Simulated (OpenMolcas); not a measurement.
Ni⁷⁺.

- Program: OpenMolcas 26.06
- Basis: ANO-RCC-VQZP [7s6p4d3f2g1h]
- Scalar Hamiltonian: DKH2, point nucleus
- Active space: 3 electrons in 10 orbitals (3d 4d)
- State averaging: 2S+1 = 4 even, 10 roots; 2S+1 = 2 even, 40 roots
- Spin-orbit coupling: RASSI with atomic mean-field integrals over the reference wave functions, term energies averaged over their components

Two sets of levels on these reference wave functions, in cm⁻¹ above 3d³ ⁴F_3/2: one from CASSCF and one from MS-CASPT2, IPEA 0.25 Eh, imaginary shift 0.1 Eh (closed shells correlated: 3s 3p).

```tsv
Level	Set 1	Set 2
3d³ ⁴F_3/2	0.0	0.0
3d³ ⁴F_5/2	955	945
3d³ ⁴F_7/2	2220	2200
3d³ ⁴F_9/2	3730	3720
3d³ ⁴P_1/2	23780	28000
3d³ ⁴P_3/2	24020	28260
3d³ ²G_7/2	25990	29000
3d³ ⁴P_5/2	25310	29530
3d³ ²G_9/2	27220	30170
3d³ ²P_3/2 [54 %]	32930	38070
3d³ ²P_1/2	33400	38210
3d³ ²H_9/2	36440	38390
3d³ ²H_11/2	37300	39200
3d³ ²D_3/2(1) [57 %]	37070	42460
3d³ ²D_5/2(1)	36820	42590
3d³ ²F_7/2	58550	65110
```

Task: Which set is which?

Result: Set 1 is MS-CASPT2. Its levels of the other terms of 3d³ lie at 0.85 to 0.95 of the other set's values, as expected, since terms of lower spin or lower L gain more correlation energy than the Hund ground term. Against 6 measured levels (Corliss and Sugar, J. Phys. Chem. Ref. Data 10, 197 (1981)) the mean absolute deviation is 260 cm-1 with it and 2400 cm-1 without; single levels miss by up to 640 cm-1 with it.

Term energies are means over components that CASPT2 splits; among the terms shown or strongly mixed into the levels shown the widest spread is 720 cm-1 (3d³ ⁴F, MS-CASPT2). Active for correlation alone: 4d; no level in the range computed is led by a configuration that fills it, so any true level of that kind is missing. Without dynamic correlation excited terms often stand tens of per cent too high (terms of higher spin than the ground term too low), and those without a measured partner can miss by more than the paired ones (holds for CASSCF). Measured partners are found by configuration, term and J. A level has none where our copy of the source lacks it or the pairing is in doubt (some pairs that miss far off the trend of their configuration count as doubtful), and it then counts in no deviation. Levels of configurations outside the active space are missing. The table leaves out levels that lie high or whose names do not pair safely across all columns.

A share in square brackets marks a mixed level and gives the weight of the term that names it, the lowest over the columns. A number in round brackets counts repeated terms of one configuration in the order of the reference energies.
